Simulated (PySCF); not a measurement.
B(H)(Me)(OSiH3) (CH7BOSi), SMILES B(C)O[SiH3]. Atoms are numbered in the order given.

```xyz
11

B     -0.4755    -1.0804     0.0000
H     -1.6846    -0.9265     0.0000
C      0.1531    -2.5158     0.0000
H     -0.2057    -3.0829     0.8783
H     -0.2057    -3.0829    -0.8783
H      1.2537    -2.5159     0.0000
O      0.3142     0.0242     0.0000
Si     0.0009     1.6756     0.0000
H     -1.4685     1.9259     0.0000
H      0.6219     2.2634     1.2165
H      0.6219     2.2634    -1.2165
```

Geometry optimised at B3LYP-D3(BJ)/def2-SVP. The structure was generated by enumeration, and PubChem lists no compound with its InChIKey, so it may never have been made. The values are those of a single conformer.

The numbers are results of B3LYP/def2-TZVP run with PySCF, not measurements.

Atomic charges (e):

| atom | IAO | Löwdin |
|---|---|---|
| B1 | 0.31 | -0.58 |
| H2 | -0.04 | 0.05 |
| C3 | … | -0.29 |
| H4 | 0.16 | 0.15 |
| H5 | 0.16 | 0.15 |
| H6 | 0.14 | 0.14 |
| O7 | -0.62 | 0.25 |
| Si8 | … | 0.26 |
| H9 | … | -0.04 |
| H10 | … | -0.05 |
| H11 | … | -0.05 |

What belongs in the gaps? (An estimate is asked for; the answer gives what the named calculation found.)


- C3, IAO: -0.58
- Si8, IAO: 0.91
- H9, IAO: -0.15
- H10, IAO: -0.14
- H11, IAO: -0.14

Give the Mayer and Wiberg (Löwdin basis) orders of the bonds. (An estimate is asked for; the answer gives what the named calculation found.)


| bond | Mayer | Wiberg |
|---|---|---|
| B1–H2 | 0.99 | 0.89 |
| B1–C3 | 1.02 | 1.38 |
| C3–H4 | 0.94 | 0.85 |
| C3–H5 | 0.94 | 0.85 |
| C3–H6 | 0.96 | 0.87 |
| B1–O7 | 1.27 | 1.92 |
| O7–Si8 | 1.06 | 1.40 |
| Si8–H9 | 0.95 | 0.95 |
| Si8–H10 | 0.95 | 0.97 |
| Si8–H11 | 0.95 | 0.97 |
